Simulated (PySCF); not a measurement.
# From computed data to an observable: oscillator strength and radiative lifetime

thiourea (CH4N2S), SMILES NC(N)=S.

Geometry: B3LYP-D3(BJ)/def2-SVP. The values are those of a single conformer.

TDA-CAM-B3LYP/def2-SVPD (PySCF) puts the first singlet state with f over 0.02 at 5.42 eV (vertical), with the transition dipole (0.000, 0.000, 1.428) in atomic units.

Task: Find the oscillator strength, the wavelength and the radiative lifetime that this transition would have in vacuum if emission retraced absorption.

Result: 
|μ|² = 2.0392 au, so |μ| = 3.63 D. ΔE = 5.42/27.211 = 0.1992 hartree. f = (2/3) ΔE |μ|² = 0.271 (the program prints 0.271).
λ = 1239.84/5.42 = 229 nm; ν = 43715 cm⁻¹.
Einstein's coefficient A = 0.6670 ν² f s⁻¹ (ν in cm⁻¹) = 3.5e8 s⁻¹, so τ = 1/A = 2.9 ns. This state is S2; the lower singlet has f = 0.000. The figure is the radiative limit of this one transition; relaxation, internal conversion, crossing to triplets and a medium change what is measured.
